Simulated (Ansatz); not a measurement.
`O[SiH](F)[SiH2]I` + `[NH2][GeH3]` → `O[SiH](F)[NH][GeH3]` + `[SiH3]I`  (cleavage of the Si–Si bond)

Computed with Ansatz on PBE0-D4/def2-TZVP structures; ΔE is electronic, products minus reactants. CBS: MP2 limit from def2 TZ/QZ plus the TZ coupled-cluster correction, frozen cores. DFT in def2-TZVPP. B3LYP here is the variant with VWN-RPA as its local correlation; programs differ in this. HSE06 is defined as in plane-wave codes. Elements past krypton have def2 core potentials. For Ge, I outer-core shells are correlated without core-valence functions, which leaves a few kJ/mol of doubt a bond. Scalar relativity is left out up to krypton. One conformer a species, not always the lowest.

`O[SiH](F)[SiH2]I`:

```xyz
9

O     1.005    0.769    1.530
Si    1.101   -0.154    0.190
F     1.909    0.589   -0.973
Si   -1.065   -0.527   -0.639
I    -2.229    1.598   -0.203
H     0.345    1.469    1.533
H     1.870   -1.361    0.562
H    -1.138   -0.794   -2.097
H    -1.798   -1.588    0.097
```

`[NH2][GeH3]`:

```xyz
7

N    -0.915   -0.287   -0.656
Ge    0.460    0.077    0.516
H    -1.405    0.537   -0.975
H    -0.625   -0.813   -1.469
H     1.057   -1.275    0.935
H     1.588    0.959   -0.071
H    -0.159    0.804    1.719
```

`O[SiH](F)[NH][GeH3]`:

Z-matrix (Å, degrees):
```
Si
F 1 1.597
N 1 1.698 2 106.8
O 1 1.631 2 112.3 3 120.6
H 1 1.473 2 106.5 3 -125.2
Ge 3 1.845 1 127.1 2 155.9
H 3 1.009 1 117.9 2 -32.2
H 4 0.959 1 118.1 2 -65.4
H 6 1.539 3 109.8 1 -70.6
H 6 1.537 3 110.1 1 49.7
H 6 1.535 3 106.5 1 170.0
```

`[SiH3]I`:

Z-matrix (Å, degrees):
```
Si
I 1 2.439
H 1 1.481 2 108.4
H 1 1.481 2 108.5 3 -120.0
H 1 1.481 2 108.5 3 120.0
```

```tsv
level	ΔE (kJ/mol)	difference from CCSD(T)/CBS
PBE-D4	-67.2	25.5
revPBE-D4	-68.2	24.5
BLYP-D4	-79.8	12.9
r2SCAN-D4	-86.5	6.2
B97M-V	-86.1	6.6
PBE0-D4	-77.7	15.0
B3LYP-D4	-87.4	5.3
r2SCAN0-D4	-91.9	0.8
HSE06-D4	-77.5	15.2
CAM-B3LYP-D4	-95.8	-3.1
ωB97X-V	-90.3	2.4
ωB97M-V	-96.0	-3.3
PBE-QIDH	-92.3	0.4
PBE	-68.4	24.3
revPBE	-66.5	26.2
BLYP	-81.5	11.2
r2SCAN	-86.7	6.0
PBE0	-78.9	13.8
B3LYP	-89.6	3.1
r2SCANh	-89.0	3.7
r2SCAN0	-92.3	0.4
HSE06	-78.8	13.9
CAM-B3LYP	-97.4	-4.7
LC-ωPBE	-88.2	4.5
RPA@PBE/def2-TZVPP	-96.1	-3.4
HF/def2-SVP	-117.0	-24.3
MP2/def2-SVP	-105.5	-12.8
CCSD/def2-SVP	-102.7	-10.0
CCSD(T)/def2-SVP	-100.0	-7.3
HF/def2-TZVPP	-114.7	-22.0
MP2/def2-TZVPP	-101.5	-8.8
SCS-MP2/def2-TZVPP	-103.4	-10.7
CCSD/def2-TZVPP	-99.8	-7.1
CCSD(T)/def2-TZVPP	-96.4	-3.7
HF/def2-QZVPP	-115.9	-23.2
MP2/def2-QZVPP	-99.8	-7.1
SCS-MP2/def2-QZVPP	-101.8	-9.1
HF/CBS(def2)	-116.0	-23.3
MP2/CBS(def2)	-97.8	-5.1
CCSD/CBS(def2)	-96.1	-3.4
CCSD(T)/CBS	-92.7	0
```

Largest T1 diagnostic among the species: 0.012.

From r2SCAN to r2SCAN0 (25 % exact exchange), in def2-TZVPP and without D4, ΔE moves by −5.6 kJ/mol. At CCSD(T), def2-SVP lies −7.3 kJ/mol from the extrapolated value and def2-TZVPP −3.7 kJ/mol. In def2-TZVPP, CCSD(T) changes the Hartree–Fock value by +18.2 kJ/mol (the triples alone add +3.3 kJ/mol) and MP2 by +13.1 kJ/mol.
